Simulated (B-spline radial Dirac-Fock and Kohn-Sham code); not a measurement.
## How the levels of neodymium move as electrons are removed

Level of theory: relaxed Dirac-Fock hole states (ΔSCF) with Breit and QED corrections and a finite nucleus; a radial finite-basis atomic code. Each ion is free and in its tabulated ground configuration. The model has no electron correlation.

Reference: Nd²⁵⁺, [Ar] 3d10 4s2 4p5, with L1 7951.8 eV, M1 2360.7 eV, M2 2188.0 eV, M4 1785.9 eV, M5 1763.2 eV. Shifts from it, in eV (a dash: the subshell is empty, belongs to an open shell averaged over j, or its hole state is left out as unreliable):

```
  ion      configuration      L1      M1      M2      M4      M5
Nd²⁶⁺  [Ar] 3d10 4s2 4p4   +55.0   +49.8   +49.9   +50.7   +50.6
Nd²⁷⁺  [Ar] 3d10 4s2 4p3  +110.9  +100.4       –  +102.2  +102.0
Nd²⁸⁺  [Ar] 3d10 4s2 4p2  +167.7  +151.5  +151.4  +154.4  +154.1
Nd²⁹⁺  [Ar] 3d10 4s2 4p1  +225.3  +203.4  +203.3  +207.2  +206.8
Nd³⁰⁺      [Ar] 3d10 4s2  +283.8  +255.9  +255.9  +260.8  +260.3
Nd³¹⁺      [Ar] 3d10 4s1  +341.8       –  +309.9  +315.7  +315.1
Nd³²⁺          [Ar] 3d10       ?       ?       ?       ?       ?
Nd³³⁺           [Ar] 3d9  +518.1  +449.6  +453.5       –       –
```

Question: Give the missing shifts for Nd³²⁺.

Answer: L1 +402.0, M1 +361.4, M2 +364.5, M4 +371.3, M5 +370.6 (eV).

Values without a named source are computed, but for edge energies of neutral atoms, which are taken from tables.
